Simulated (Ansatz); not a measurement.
Basis-set series for C2H8AlN (`C[N](C)[AlH2]`). Total charge 0; spin multiplicity 1. The structure was optimised at the PBE0-D4/def2-TZVP level.

```json
{"functional": "PBE0-D4", "basis": "def2-SVP", "functions": "100", "energy (Eh)": "-377.75913", "HOMO (eV)": "-6.43", "LUMO (eV)": "-0.61"}
{"functional": "PBE0-D4", "basis": "def2-QZVPP", "functions": "481", "energy (Eh)": "-378.01002", "HOMO (eV)": "-6.48", "LUMO (eV)": "-0.84"}
{"functional": "ωB97M-V", "basis": "def2-SVP", "functions": "100", "energy (Eh)": "-377.93155", "HOMO (eV)": "-8.68", "LUMO (eV)": "1.08"}
{"functional": "ωB97M-V", "basis": "def2-QZVPP", "functions": "481", "energy (Eh)": "-378.19083", "HOMO (eV)": "-8.77", "LUMO (eV)": "0.47"}
```

Q: Give the rows for def2-TZVPP. (Estimate.)

A: Computed: 
| functional | basis | functions | energy (Eh) | HOMO (eV) | LUMO (eV) |
| --- | --- | --- | --- | --- | --- |
| PBE0-D4 | def2-TZVPP | 247 | -377.99428 | -6.47 | -0.76 |
| ωB97M-V | def2-TZVPP | 247 | -378.17538 | -8.76 | 0.82 |

Positive LUMOs are unbound and depend on the basis.
